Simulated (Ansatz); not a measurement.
A structure relaxed at PBE-D4/def2-SVP in Ansatz, charge 0, singlet:

Cartesian coordinates in Å:
```
Li 3.321 2.199 -2.460
H 1.642 1.564 -2.816
Li -0.006 0.660 -2.941
H -1.727 -0.068 -3.175
Li -3.298 -1.008 -3.166
H 3.133 2.536 -0.671
Li 1.378 1.672 -0.862
H -0.302 0.856 -1.059
Li -1.986 0.042 -1.221
H -3.752 -0.800 -1.406
Li 2.863 2.552 1.194
H 1.154 1.749 1.020
Li -0.545 0.937 0.852
H -2.233 0.109 0.658
Li -3.921 -0.734 0.470
H 2.595 2.657 3.046
Li 0.909 1.850 2.901
H -0.819 1.078 2.783
Li -2.486 0.206 2.539
H -4.158 -0.614 2.326
H 4.158 0.613 -2.326
Li 2.485 -0.206 -2.539
H 0.819 -1.077 -2.783
Li -0.909 -1.850 -2.901
H -2.594 -2.658 -3.046
Li 3.921 0.732 -0.470
H 2.232 -0.109 -0.658
Li 0.544 -0.935 -0.852
H -1.153 -1.748 -1.020
Li -2.862 -2.553 -1.193
H 3.752 0.798 1.406
Li 1.985 -0.042 1.221
H 0.301 -0.855 1.059
Li -1.378 -1.671 0.862
H -3.132 -2.536 0.671
Li 3.298 1.006 3.166
H 1.727 0.068 3.175
Li 0.005 -0.659 2.941
H -1.642 -1.563 2.816
Li -3.320 -2.199 2.460
```

Question: Give its formula and point group.

Answer: Li₂₀H₂₀ (started as a model of: 2x4x5 LiH rock-salt block). Point group C2h (tolerance 0.1 Å).

Question: Summarise the bond lengths by kind (pairs closer than 1.2 times the sum of covalent radii, bridged metal pairs left out).

Answer: 31 × Li–Li 2.57 to 2.76 Å; 52 × H–Li 1.80 to 1.90 Å.
